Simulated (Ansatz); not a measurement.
A calculation with Ansatz (development build ahead of 0.2.0).

```yaml
crystal:
  periodic: [false, false, false]
  atoms:
    - { symbol: Li, position_ang: [1.10787, 0.0376, -0.03281] }
    - { symbol: Li, position_ang: [-1.10992, 0.03289, -0.0373] }
    - { symbol: F, position_ang: [0.01669, 1.31384, 0.04204] }
    - { symbol: F, position_ang: [0.00388, -1.30516, -0.04823] }
basis:
  gaussian: { orbitals: def2-TZVP }
hamiltonian:
  xc: hf
```

The input is written out in the form of the current development build from the run's settings.

Output:

```json
{
  "Converged": "yes",
  "Total energy": "-214.06914 hartree",
  "Spin squared of the determinant": "0.000"
}
```
